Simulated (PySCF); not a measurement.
CH2NO (SMILES [NH2+]=C=O), charge +1, singlet, at a GFN2-xTB geometry; M062X/6-311G** run with PySCF.

The PySCF input:
```python
from pyscf import gto, scf, dft

mol = gto.Mole()
mol.atom = '''
    N    -1.10115798    0.01988059   -0.05087399
    C     0.14673069   -0.00264911    0.00677902
    O     1.26458833   -0.02283120    0.05842455
    H    -1.63107822    0.89621965   -0.02770100
    H    -1.65790664   -0.83683948   -0.12425157
'''
mol.basis = '6-311g**'
mol.charge = 1
mol.verbose = 4
mol.build()

mf = dft.RKS(mol)
mf.xc = 'm062x'
mf.kernel()
mf.analyze()
```

It wrote (shortened):

```
PySCF version 2.14.0

[INPUT] verbose = 4
[INPUT] num. atoms = 5
[INPUT] num. electrons = 22
[INPUT] charge = 1
[INPUT] spin (= nelec alpha-beta = 2S) = 0
[INPUT] symmetry False subgroup None
[INPUT] Mole.unit = angstrom
[INPUT] Symbol           X                Y                Z      unit          X                Y                Z       unit  Magmom
[INPUT]  1 N     -1.101157980000   0.019880590000  -0.050873990000 AA   -2.080887002079   0.037568870295  -0.096137907964 Bohr   0.0
[INPUT]  2 C      0.146730690000  -0.002649110000   0.006779020000 AA    0.277280818168  -0.005006092374   0.012810491193 Bohr   0.0
[INPUT]  3 O      1.264588330000  -0.022831200000   0.058424550000 AA    2.389725604021  -0.043144715095   0.110406398451 Bohr   0.0
[INPUT]  4 H     -1.631078220000   0.896219650000  -0.027701000000 AA   -3.082291123543   1.693609685954  -0.052347303377 Bohr   0.0
[INPUT]  5 H     -1.657906640000  -0.836839480000  -0.124251570000 AA   -3.132989489698  -1.581397427423  -0.234801437847 Bohr   0.0

nuclear repulsion = 66.5040992591867
number of shells = 32
number of NR pGTOs = 109
number of NR cGTOs = 66
basis = 6-311g**
ecp = {}

******** <class 'pyscf.dft.rks.RKS'> ********
method = RKS
initial guess = minao
damping factor = 0
level_shift factor = 0
DIIS = <class 'pyscf.scf.diis.CDIIS'>
diis_start_cycle = 1
diis_space = 8
diis_damp = 0
SCF conv_tol = 1e-09
SCF conv_tol_grad = None
SCF max_cycles = 50
direct_scf = True
direct_scf_tol = 1e-13
XC library pyscf.dft.libxc version 7.1.2
    S. Lehtola, C. Steigemann, M. J. T. Oliveira, and M. A. L. Marques,  SoftwareX 7, 1–5 (2018)
XC functionals = m062x
    Y. Zhao and D. G. Truhlar,  Theor. Chem. Acc. 120, 215 (2008)
    Y. Zhao and D. G. Truhlar,  Theor. Chem. Acc. 120, 215 (2008)
radial grids:
    Treutler-Ahlrichs [JCP 102, 346 (1995); DOI:10.1063/1.469408] (M4) radial grids

becke partition: Becke, JCP 88, 2547 (1988); DOI:10.1063/1.454033
pruning grids: <function nwchem_prune>
grids dens level: 3
symmetrized grids: False
atomic radii adjust function: <function treutler_atomic_radii_adjust>
small_rho_cutoff = 0
Set gradient conv threshold to 3.16228e-05
Initial guess from minao.
tot grids = 61720
init E= -169.947364319409
  HOMO = -0.354846299717742  LUMO = -0.0362207103035992  gap/eV = 8.67024
cycle= 1 E= -168.824229874114  delta_E= 1.12  |g|= 0.726  |ddm|= 1.79
  HOMO = -0.690219145758846  LUMO = -0.304977581073523  gap/eV = 10.48296
cycle= 2 E= -168.600663958081  delta_E= 0.224  |g|= 1.39  |ddm|= 0.96
  HOMO = -0.701408400169193  LUMO = -0.295646249213746  gap/eV = 11.04135
cycle= 3 E= -168.946364794798  delta_E= -0.346  |g|= 0.0844  |ddm|= 0.62
  HOMO = -0.68964011839277  LUMO = -0.266854119924545  gap/eV = 11.50459
cycle= 4 E= -168.947443185775  delta_E= -0.00108  |g|= 0.04  |ddm|= 0.0676
  HOMO = -0.686759500534457  LUMO = -0.268082243656139  gap/eV = 11.39279
cycle= 5 E= -168.947757062099  delta_E= -0.000314  |g|= 0.0128  |ddm|= 0.0267
  HOMO = -0.688807996468562  LUMO = -0.268405390056248  gap/eV = 11.43974
cycle= 6 E= -168.947788136711  delta_E= -3.11e-05  |g|= 0.00279  |ddm|= 0.00655
  HOMO = -0.688363657444349  LUMO = -0.267914633552326  gap/eV = 11.44100
cycle= 7 E= -168.947791274932  delta_E= -3.14e-06  |g|= 0.000787  |ddm|= 0.003
  HOMO = -0.6884848020932  LUMO = -0.267978144715798  gap/eV = 11.44257
cycle= 8 E= -168.9477915641  delta_E= -2.89e-07  |g|= 0.00013  |ddm|= 0.000965
  HOMO = -0.688490452848697  LUMO = -0.267957560586357  gap/eV = 11.44328
cycle= 9 E= -168.947791577889  delta_E= -1.38e-08  |g|= 2.72e-05  |ddm|= 0.000213
  HOMO = -0.688492626717839  LUMO = -0.267954787748746  gap/eV = 11.44342
cycle= 10 E= -168.947791578364  delta_E= -4.75e-10  |g|= 4.97e-06  |ddm|= 4.59e-05
  HOMO = -0.68849284544099  LUMO = -0.267954670087118  gap/eV = 11.44343
Extra cycle  E= -168.947791578363  delta_E= 7.96e-13  |g|= 6.52e-06  |ddm|= 5.96e-06
converged SCF energy = -168.947791578363
**** SCF Summaries ****
Total Energy =                        -168.947791578363194
Nuclear Repulsion Energy =              66.504099259186702
One-electron Energy =                 -353.824281325612446
Two-electron Energy =                  118.372390488062535
Two-electron Coulomb Energy =          139.662984966532377
DFT Exchange-Correlation Energy =      -21.290594478469842
HOMO-LUMO gap [eV] =                    11.443426625700670
**** MO energy ****
MO #1   energy= -20.0057916515482  occ= 2
MO #2   energy= -15.107955053108   occ= 2
MO #3   energy= -11.0094650634799  occ= 2
MO #4   energy= -1.57386867053404  occ= 2
MO #5   energy= -1.38974769861463  occ= 2
MO #6   energy= -1.01472923738866  occ= 2
MO #7   energy= -0.943948727935169 occ= 2
MO #8   energy= -0.897485791240047 occ= 2
MO #9   energy= -0.862571011316447 occ= 2
MO #10  energy= -0.802757166089471 occ= 2
MO #11  energy= -0.68849284544099  occ= 2
MO #12  energy= -0.267954670087118 occ= 0
MO #13  energy= -0.186864384664534 occ= 0
MO #14  energy= -0.181392507291904 occ= 0
MO #15  energy= -0.0946464078272591 occ= 0
MO #16  energy= -0.0586136701401401 occ= 0
MO #17  energy= 0.130788438183121  occ= 0
MO #18  energy= 0.170364171894434  occ= 0
MO #19  energy= 0.180212768224705  occ= 0
 ** Mulliken pop on meta-lowdin orthogonal AOs  **
 ** Mulliken pop  **
 ** Mulliken atomic charges  **
charge of    0N =     -0.31626
charge of    1C =      0.65804
charge of    2O =     -0.05459
charge of    3H =      0.35640
charge of    4H =      0.35641

WARN: System has nonzero charge 1; the dipole moment is origin-dependent.
Location of origin: [0. 0. 0.]

Dipole moment(X, Y, Z, Debye): -4.11909,  0.07427, -0.19025
```
